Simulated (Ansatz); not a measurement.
Geometry optimisation, RKS PBE0/def2-SVP (Ansatz 0.2.0).

The input (input.yaml):

```yaml
crystal:
  periodic: [false, false, false]
  atoms:
    - { symbol: B, position_ang: [-0.012875, -1.502196, 0.620534] }
    - { symbol: "N", position_ang: [-1.033132, 0.742928, -0.78341] }
    - { symbol: F, position_ang: [-0.110671, -2.251513, -0.46309] }
    - { symbol: F, position_ang: [-1.009812, -1.437123, 1.474347] }
    - { symbol: H, position_ang: [1.187998, 1.315041, 0.621329] }
    - { symbol: O, position_ang: [1.230743, -0.914956, 0.988427] }
    - { symbol: H, position_ang: [-0.40672, 1.541874, -0.873499] }
    - { symbol: F, position_ang: [1.436474, 2.065205, 0.163309] }
    - { symbol: H, position_ang: [-1.291349, 0.453068, -1.725061] }
    - { symbol: H, position_ang: [-1.884816, 1.076579, -0.335611] }
    - { symbol: H, position_ang: [1.89416, -1.088905, 0.312724] }
basis:
  gaussian: { orbitals: def2-SVP }
hamiltonian:
  xc: pbe0
relax:
  f_tol: 0.03
  max_steps: 50
```

Run as:

```bash
$ ansatz run input.yaml --threads 2 --pin off --max-ram 3072MiB --backend cpu --events-out ev --progress --plain --runs-dir out
```

**Question.** Where does it end, and by what steps?

**Answer.** It converged. After 16 steps the energy has fallen by 1.139 eV; O6 moved furthest, 0.87 Å. Joined: B1–N2.

```json
{"step": "0", "energy less start (eV)": "0.0000", "largest force component (eV/Å)": "2.013", "accepted": "yes"}
{"step": "1", "energy less start (eV)": "-0.2925", "largest force component (eV/Å)": "0.584", "accepted": "yes"}
{"step": "2", "energy less start (eV)": "-0.5386", "largest force component (eV/Å)": "1.043", "accepted": "yes"}
{"step": "3", "energy less start (eV)": "-0.7963", "largest force component (eV/Å)": "1.824", "accepted": "yes"}
{"step": "4", "energy less start (eV)": "-0.9775", "largest force component (eV/Å)": "1.178", "accepted": "yes"}
{"step": "5", "energy less start (eV)": "-1.0532", "largest force component (eV/Å)": "0.438", "accepted": "yes"}
{"step": "6", "energy less start (eV)": "-1.0775", "largest force component (eV/Å)": "0.218", "accepted": "yes"}
{"step": "7", "energy less start (eV)": "-1.0945", "largest force component (eV/Å)": "0.241", "accepted": "yes"}
{"step": "8", "energy less start (eV)": "-1.0793", "largest force component (eV/Å)": "1.308", "accepted": "no"}
{"step": "9", "energy less start (eV)": "-1.1044", "largest force component (eV/Å)": "0.105", "accepted": "yes"}
{"step": "10", "energy less start (eV)": "-1.1112", "largest force component (eV/Å)": "0.119", "accepted": "yes"}
{"step": "11", "energy less start (eV)": "-1.1170", "largest force component (eV/Å)": "0.209", "accepted": "yes"}
{"step": "12", "energy less start (eV)": "-1.1238", "largest force component (eV/Å)": "0.452", "accepted": "yes"}
{"step": "13", "energy less start (eV)": "-1.1329", "largest force component (eV/Å)": "0.284", "accepted": "yes"}
{"step": "14", "energy less start (eV)": "-1.1374", "largest force component (eV/Å)": "0.156", "accepted": "yes"}
{"step": "15", "energy less start (eV)": "-1.1378", "largest force component (eV/Å)": "0.193", "accepted": "yes"}
{"step": "16", "energy less start (eV)": "-1.1389", "largest force component (eV/Å)": "0.023", "accepted": "yes"}
```

```xyz
11
Properties=species:S:1:pos:R:3
B -0.201 -0.859 0.184
N -0.880 0.414 -0.578
F -0.473 -1.968 -0.581
F -0.794 -0.914 1.425
H 1.359 0.991 0.412
O 1.203 -0.507 0.224
H -0.361 1.269 -0.304
F 1.124 1.933 0.386
H -0.828 0.299 -1.590
H -1.859 0.496 -0.303
H 1.709 -1.154 0.726
```

Whether the end is a true minimum wasn't checked by a vibrational analysis.

The run took 30 s on 2 threads of Intel(R) Xeon(R) 6975P-C (Granite Rapids) (shared host), peak memory 0.26 GiB.
